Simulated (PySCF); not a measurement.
## Spin-rotation constants: `CN(C)/C=C/CN`, C₅H₁₂N₂

Geometry:
```csv
atom,x (Å),y (Å),z (Å)
C1,-2.118,1.262,0.977
N2,-1.429,0.091,0.493
C3,-1.997,-0.489,-0.698
C4,-0.058,0.054,0.652
C5,0.827,-0.631,-0.069
C6,2.286,-0.681,0.266
N7,3.072,-0.319,-0.911
H8,-1.679,1.581,1.921
H9,-3.168,1.017,1.150
H10,-2.072,2.102,0.269
H11,-1.734,0.070,-1.607
H12,-1.643,-1.513,-0.804
H13,-3.082,-0.505,-0.601
H14,0.281,0.609,1.519
H15,0.552,-1.189,-0.948
H16,2.487,-0.036,1.140
H17,2.573,-1.706,0.534
H18,4.063,-0.329,-0.691
H19,2.829,0.619,-1.211
```

Theory: GIAO B97-2/pcSseg-1 magnetisability, rotational g tensor and spin-rotation constants, non-relativistic, gas phase (PySCF). Geometry: GFN2-xTB.

Question: Give the nuclear spin-rotation constants along the inertial axes (H = +C I·J) beside the isotropic shieldings.

Answer: Rotational constants 6.4148, 1.1310, 1.0422 GHz. A star marks the isotopologue with that one atom substituted, in its own axes.
```
atom  isotope  Caa (kHz)  Cbb (kHz)  Ccc (kHz)  mean (kHz)  σ (ppm)
  N2      14N      0.329      0.084      0.052       0.155    192.8
  N7      14N      0.207      0.069      0.046       0.107    222.6
  H8       1H     -0.615      0.030     -0.109      -0.231     29.1
  H9       1H      0.112     -0.106     -0.102      -0.032     29.2
 H10       1H     -0.692     -0.119      0.043      -0.256     29.2
 H11       1H     -0.615     -0.107      0.012      -0.237     29.6
 H12       1H     -0.394     -0.066     -0.048      -0.169     28.8
 H13       1H      0.232     -0.115     -0.118       0.000     29.4
 H14       1H     -0.589      0.106     -0.122      -0.202     25.9
 H15       1H     -0.647      0.099     -0.126      -0.225     27.3
 H16       1H     -0.572      0.054     -0.113      -0.210     28.4
 H17       1H     -0.445     -0.097      0.010      -0.177     28.1
 H18       1H     -0.008     -0.112     -0.124      -0.082     31.1
 H19       1H     -0.675     -0.141     -0.001      -0.272     31.7
  C1     13C*      1.083      0.194      0.216       0.498    140.6
  C4     13C*      2.147      0.506      0.220       0.958     45.2
  C5     13C*      2.044      0.407      0.154       0.868     82.3
  C6     13C*      1.262      0.214      0.197       0.558    135.5
```
For the geometry as given, no vibrational averaging.

Question: How do the rotational constants and the g tensor change when H8, H9, H10, H11, H12, H13, H14, H15, H16, H17, H18, H19 are replaced by deuterium?

Answer: Constants 4.6814, 0.9563, 0.8738 GHz; g -0.0173, -0.0039, 0.0015, against -0.0232, -0.0046, 0.0018 before.
